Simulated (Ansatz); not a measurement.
Start from `F[CH](F)[InH2]` and change one atom or group to get `F[CH2][InH2]`.

Ansatz, PBE0-D4/def2-TZVP geometries, multiplicity 1. 

Elements past krypton have def2 core potentials.

| property | `F[CH](F)[InH2]` |
| --- | --- |
| LUMO energy (B3LYP/def2-TZVPP) / eV | -2.40 |
| HOMO energy (PBE/def2-TZVPP) / eV | -6.09 |
| HOMO–LUMO gap (PBE0/def2-TZVPP) / eV | 5.35 |
| LUMO energy (ωB97M-V/def2-TZVPP) / eV | -0.58 |
| LUMO energy (PBE/def2-TZVPP) / eV | -2.82 |
| LUMO energy (PBE0/def2-TZVPP) / eV | -2.08 |

Task: Give the same properties after the change, and the shifts. (An estimate is asked.)

Result: Ansatz gave: 
| property | `F[CH2][InH2]` | shift |
| --- | --- | --- |
| LUMO energy (B3LYP/def2-TZVPP) / eV | -2.10 | 0.30 |
| HOMO energy (PBE/def2-TZVPP) / eV | -6.07 | 0.02 |
| HOMO–LUMO gap (PBE0/def2-TZVPP) / eV | 5.56 | 0.21 |
| LUMO energy (ωB97M-V/def2-TZVPP) / eV | -0.34 | 0.24 |
| LUMO energy (PBE/def2-TZVPP) / eV | -2.52 | 0.30 |
| LUMO energy (PBE0/def2-TZVPP) / eV | -1.79 | 0.29 |

With PBE0 the HOMO rises by 0.08 eV and the LUMO rises by 0.29 eV, so the gap widens by about 0.21 eV. PBE moves the HOMO by 0.02 eV and ωB97M-V by 0.09 eV.

B3LYP here is the variant with VWN-RPA as its local correlation; programs differ in this.
